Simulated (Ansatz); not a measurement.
This geometry of BF2H + BrH (6 atoms, charge 0, multiplicity 1) is a first-order saddle point.

These are results of Ansatz 0.2.0, RHF/def2-SVP, not measurements.

```xyz
6
Properties=species:S:1:pos:R:3
B 0.013 0.144 0.025
F 0.048 -0.063 1.524
F 1.152 -0.185 -0.502
H -1.045 -0.066 -0.455
Br 0.038 2.419 0.602
H 0.062 1.033 1.663
```

Problem. Which two structures does it join? (They come from a converged band through this point; their orientation in space is the band's.)

Solution. Bonds broken: B1–F2, Br5–H6. Bonds formed: B1–Br5, F2–H6. BF2H + BrH becomes BBrFH + FH.

First end point:

```xyz
6
Properties=species:S:1:pos:R:3
B -0.007 -0.459 -0.164
F 0.011 -0.573 1.139
F 1.134 -0.506 -0.791
H -1.031 -0.337 -0.753
Br 0.029 3.046 1.188
H 0.133 2.112 2.238
```

Last end point:

```xyz
6
Properties=species:S:1:pos:R:3
B -0.008 0.480 -0.460
F 0.003 -0.072 2.120
F 1.136 -0.115 -0.609
H -1.034 -0.100 -0.590
Br -0.010 2.393 -0.166
H 0.181 0.697 2.562
```

Problem. How far does it lie above each of them?

Solution. 2.03 eV above the first and 1.06 eV above the second. This is the barrier of this one path; another mechanism may lie lower. The orbitals stay closed-shell, which can raise the energy where a bond breaks towards radicals; this wasn't checked here.

The run took 4.8 min on 1 thread of Arm Neoverse V1, with other jobs on the host, peak memory 0.16 GiB.
